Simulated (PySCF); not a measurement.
Al(F)(OH)(OSiH3) (AlFH4O2Si), SMILES [Al]([O][SiH3])([OH])[F]. Atoms are numbered in the order given.

```xyz
9

Al    -0.0157     0.8009     0.5953
F      0.8820     2.1799     0.3034
O     -1.0328     0.6965     1.9586
H     -1.1079     1.4335     2.5847
O      0.0955    -0.4967    -0.4798
Si     0.0532    -1.8695    -1.4121
H     -1.0512    -2.7857    -0.9570
H      1.3642    -2.6009    -1.3059
H     -0.1856    -1.5033    -2.8520
```
Charge 0, spin multiplicity 1.

Coordinates come from a PBE-D3(BJ)/def2-SVP optimisation. The structure was generated by enumeration; whether it is a known compound was not checked. The values are those of a single conformer.

Calculation: PBE/def2-TZVP (PySCF).

Computed frontier levels, gap, dipole moment and polarisability:
highest occupied level: -7.43 eV
lowest empty level: -1.93 eV
orbital gap: 5.50 eV
dipole moment: 1.00 D
quadrupole, principal values (traceless, Buckingham form, about the centre of nuclear charge): -10.74, 3.48, 7.26 D·Å
mean static polarisability: 55.4 bohr³ (8.22 Å³)
polarisability, principal values: 49.1, 53.3, 64.0 bohr³
